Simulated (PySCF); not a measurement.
Sn(Cl)2(OH)(NH2) (Cl2H3NOSn), SMILES [NH2][Sn]([OH])([Cl])[Cl].

Coordinates come from a B3LYP-D3(BJ)/def2-SVP optimisation. The structure was generated by enumeration; whether it is a known compound was not checked. The def2 effective core potentials stand for the cores of Sn; spin–orbit coupling is left out. Other conformers were not sampled.

Level of theory: C-PCM-PBE0/def2-SVP (PySCF 2.14.0).

The values are the electrostatic part of the solvation free energy, E(continuum) − E(gas) at the gas-phase geometry, in a cavity of scaled van der Waals radii (PySCF's table); cavitation and dispersion terms are not included. A continuum can't describe solvent molecules that bind to the metal. In vacuum the orbital gap is 6.02 eV. The dipole moment in vacuum is 1.59 D.

Computed values in water (ε = 78.36), methanol (ε = 32.61), 2-propanol (ε = 19.26):
```
solvent         ε  ΔG(elec) (kcal/mol)  dipole (D)  gap (eV)
----------  -----  -------------------  ----------  --------
water       78.36                 -9.0        2.08      5.92
methanol    32.61                 -8.9        2.07      5.92
2-propanol  19.26                 -8.6        2.05      5.92
```
